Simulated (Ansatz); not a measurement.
Consider the redistribution: `C[CH2][AlH][SiH3]` + `Br[SiH]1BC1` → `[SiH3][SiH]1BC1` + `C[CH2][AlH][Br]`.

Calculated with Ansatz (gas phase, PBE0-D4/def2-TZVP geometries, no zero-point term in ΔE). CCSD(T)/CBS is the MP2 limit (def2-TZVPP, def2-QZVPP) plus CCSD(T) − MP2 in def2-TZVPP, frozen cores. Functionals use def2-TZVPP. For Br outer-core shells are correlated without core-valence functions, which leaves a few kJ/mol of doubt a bond. Scalar relativity is left out up to krypton. One conformer a species, not always the lowest.

CCSD(T)/CBS gives -83.1 kJ/mol.

Problem. Another level gave -78.7 kJ/mol. Which?
A. CCSD/def2-TZVPP
B. PBE/def2-TZVPP
C. HF/def2-TZVPP
D. PBE0-D4/def2-TZVPP

Solution. D. PBE0-D4 -78.7, CCSD/def2-TZVPP -83.6, PBE -72.9, HF/def2-TZVPP -91.6 kJ/mol.

Largest T1 diagnostic among the species: 0.014.

In def2-TZVPP, CCSD(T) changes the Hartree–Fock value by +9.2 kJ/mol (the triples alone add +1.2 kJ/mol) and MP2 by +7.1 kJ/mol. From PBE to PBE0 (25 % exact exchange), in def2-TZVPP and without D4, ΔE moves by −5.2 kJ/mol.
